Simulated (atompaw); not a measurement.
# Before and after: PAW (atompaw) potential for phosphorus

```
Element                 : phosphorus (P)
Generator               : atompaw 4.2.0.5
Type                    : PAW
Functional              : LDA (PW92)
Relativity              : scalar-relativistic
Frozen core             : [Ne]
Valence charge          : 5
Reference configuration : 3s2 3p3
Partial waves           : 3s (bound): rc 1.75 bohr; 3s channel at 0.05 Ry: rc 1.75 bohr; 3p (bound): rc 1.95 bohr; 3p channel at 1.3 Ry: rc 1.95 bohr
Local potential         : vpsmatchnc scheme with l = 2 at 1 Ry, radius 1.85 bohr
Core correction         : smooth core density matched at 1.60 bohr
Augmentation charge     : sinc compensation charge, radius 1.85 bohr; PAW radius 1.95 bohr; waves and projectors: custom rrkj vanderbiltortho
```

Change: local potential vpsmatchnc scheme with l = 2 at 1 Ry, radius 1.60 bohr.

Cutoffs: the cutoffs (Ry, on a coarse ladder) from which the occupation-weighted sum of valence levels, in a spherical-Bessel basis at the reference potential, stays within 10 and 1 mRy of its value at 400 Ry; they do not see the model core or the augmentation charge, which bear on the density cutoff.

**Question.** What does the change do?

**Answer.** The potential gets softer (12 Ry and 21 Ry → 12 Ry and 18 Ry); the range in which the s phases agree narrows (upper end 3.9 → 1.7); neither file shows a bound ghost.

| quantity | base | changed |
| --- | --- | --- |
| cutoff, loose | 12 Ry | 12 Ry |
| cutoff, tight | 21 Ry | 18 Ry |
| bound ghosts | none | none |
| s: phases at 1.96 bohr within 0.05 rad from the reference energy up to (Ry; the scan ends near 5) | 3.9 | 1.7 |
| p: phases at 1.96 bohr within 0.05 rad from the reference energy up to (Ry; the scan ends near 5) | to the end of the scan | to the end of the scan |
| lowest overlap eigenvalue by channel | s 0.35, p 0.72 | s 0.31, p 0.68 |

 The cutoffs see the waves, projectors and local potential, not the compensation charge or the core.
